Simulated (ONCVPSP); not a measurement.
Transferability test, ONCV potential for silver (Ag)

ONCVPSP 4.0.1 input, shortened (lines: element, Z, core and valence counts, functional; n l f; lmax; l rc ep ncon nbas qcut; lloc lpopt rc5 dvloc0; l nproj debl; icmod fcfact rcfact), PBE, scalar-relativistic:

```
  Ag 47.00    8    2        4      upf
    1    0    2.00
    2    0    2.00
    2    1    6.00
    3    0    2.00
    3    1    6.00
    3    2   10.00
    4    0    2.00
    4    1    6.00
    4    2   10.00
    5    0    1.00
    2
    0    2.45    0.00    3    7    2.90
    1    2.60    0.17    4    8    3.00
    2    1.45    0.00    3    8   12.70
    4    5    0.95    2.00
    0    2    3.00
    1    2    1.30
    2    2    2.50
    0    0.00    0.00
```

In the p channel the program set the typed energies aside and used 0.050, 1.350 Ha.

Energies are relative to the spin-unpolarised reference configuration 4d10 5s1; without spin polarisation the order of configurations can differ from experiment.

Q: Give the all-electron excitation energy and the error of the potential for: 4d10 5s0; 4d9 5s0; 4d8 5s0; 4d10 5s0.5.

A:

| valence configuration | charge | ΔE all-electron (eV) | error AE − PS (meV) |
| --- | --- | --- | --- |
| 4d10 5s0 | +1 | 7.757 | +4.3 |
| 4d9 5s0 | +2 | 29.871 | +26 |
| 4d8 5s0 | +3 | 66.064 | -59 |
| 4d10 5s0.5 | +0.5 | 3.017 | +0.5 |

Note: ghosts flagged at negative energy: s at -149.7 eV, p at -57.3 eV; no localised positive-energy state flagged. A true bound ghost makes a file unfit for plane-wave use.
